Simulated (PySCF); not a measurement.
Compound: SnHMe2(NMe2), C4H13NSn.
Structure used (PBE0-D3(BJ)/def2-SVP), in Å, numbered top down from 1:
```xyz
19
C4H13NSn angstrom
Sn     0.335    0.747    0.742
H      0.311    0.720    2.462
C      2.357    0.552    0.009
H      2.966    1.405    0.339
H      2.354    0.523   -1.090
H      2.810   -0.375    0.389
C     -0.621    2.482   -0.085
H     -0.381    2.578   -1.154
H     -0.282    3.390    0.434
H     -1.710    2.391    0.032
N     -0.828   -0.852    0.178
C     -0.609   -2.118    0.821
C     -1.182   -0.973   -1.210
H     -1.512   -2.756    0.746
H     -0.403   -1.982    1.895
H      0.231   -2.711    0.394
H     -1.403    0.013   -1.648
H     -0.399   -1.451   -1.843
H     -2.096   -1.588   -1.327
```

Theory: TDDFT CAM-B3LYP/def2-SVPD, vertical, gas phase, core orbitals frozen in the response, def2 core potentials past Kr in PySCF. Spin–orbit coupling is left out.

Transition dipole moments from the ground state, in atomic units and in the frame of the coordinates above (overall signs are arbitrary), for the states with f of 0.002 or more among the lowest 7:

```tsv
state	E (eV)	μx	μy	μz
S1	5.264	-0.182	-0.226	-0.092
S2	5.742	-0.296	-0.143	0.059
S3	5.900	-0.243	0.202	0.107
S4	6.013	0.439	0.247	0.020
S5	6.553	-0.362	0.001	0.081
S6	6.674	0.073	-0.203	-0.172
S7	7.085	-0.059	0.223	0.046
```

Problem. What oscillator strength does each state have?

Solution. f = (2/3) ΔE |μ|² with ΔE in hartree (27.2114 eV).

```tsv
state	|μ|² (au)	|μ| (D)	f
S1	0.093	0.77	0.012
S2	0.111	0.85	0.016
S3	0.111	0.85	0.016
S4	0.254	1.28	0.037
S5	0.138	0.94	0.022
S6	0.076	0.70	0.012
S7	0.055	0.60	0.010
```

Problem. Which bond between heavy atoms lies closest to the direction of the S4 transition dipole?

Solution. Sn1–N11, at 28° from it; next Sn1–C3 at 41°.

Problem. What angle do the transition dipoles of S4 and S5 make?

Solution. |cos θ| = |μa·μb| / (|μa| |μb|) = 0.84, so θ ≈ 33° (taken between 0 and 90°, since the signs are arbitrary).

One conformer stands for the species.
